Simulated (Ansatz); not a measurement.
`N#[C][Sn]([Cl])([C]#N)[C]#N` and `N#[C][Sn]([Cl])([Cl])[C]#N` differ in one atom or group.

Ansatz, PBE0-D4/def2-TZVP geometries, multiplicity 1. 

Elements past krypton have def2 core potentials.

```tsv
property	`N#[C][Sn]([Cl])([C]#N)[C]#N`
HOMO–LUMO gap (B3LYP/def2-TZVPP) / eV	7.07
HOMO energy (PBE/def2-TZVPP) / eV	-9.11
HOMO energy (B3LYP/def2-TZVPP) / eV	-10.36
size of the dipole moment (PBE/def2-TZVPP) / D	1.94
HOMO energy (PBE0/def2-TZVPP) / eV	-10.64
HOMO–LUMO gap (PBE0/def2-TZVPP) / eV	7.60
```

(1) Give the same properties after the change, and the shifts. (Estimate.)

Answers

(1) Ansatz gave: 
```csv
property,`N#[C][Sn]([Cl])([Cl])[C]#N`,shift
HOMO–LUMO gap (B3LYP/def2-TZVPP) / eV,6.84,-0.23
HOMO energy (PBE/def2-TZVPP) / eV,-8.86,0.25
HOMO energy (B3LYP/def2-TZVPP) / eV,-10.03,0.33
size of the dipole moment (PBE/def2-TZVPP) / D,2.27,0.33
HOMO energy (PBE0/def2-TZVPP) / eV,-10.32,0.32
HOMO–LUMO gap (PBE0/def2-TZVPP) / eV,7.44,-0.16
```

With PBE0 the HOMO rises by 0.32 eV and the LUMO rises by 0.16 eV, so the gap narrows by about 0.16 eV. PBE moves the HOMO by 0.25 eV and ωB97M-V by 0.37 eV. The zero-point energy changes by -17.4 kJ/mol with -3 modes. Dipoles are sizes alone; their direction can turn.

B3LYP here is the variant with VWN-RPA as its local correlation; programs differ in this.
